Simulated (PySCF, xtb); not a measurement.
C2H6F2OSi, SMILES C([SiH](F)F)OC. The values are those of a single conformer.

Harmonic wavenumbers (cm⁻¹) from GFN2-xTB in xtb at its own minimum, in rising order: 41, 79, 115, 206, 218, 232, 285, 375, 607, 638, 756, 800, 848, 883, 979, 1107, 1134, 1156, 1196, 1308, 1406, 1468, 1475, 1490, 2463, 2833, 2870, 2896, 2920, 3032.

What does PBE-D3(BJ)/def2-SVP (PySCF) give at its own minimum? (The exact figures need the calculation; the answer reports its results.)

64, 72, 108, 230, 250, 256, 338, 370, 690, 748, 788, 824, 872, 949, 962, 1132, 1148, 1171, 1183, 1269, 1396, 1403, 1412, 1442, 2238, 2866, 2893, 2905, 2952, 3068. Paired by order, the mean absolute difference is 39 cm⁻¹ and the zero-point energies are 51.2 and 51.5 kcal/mol.
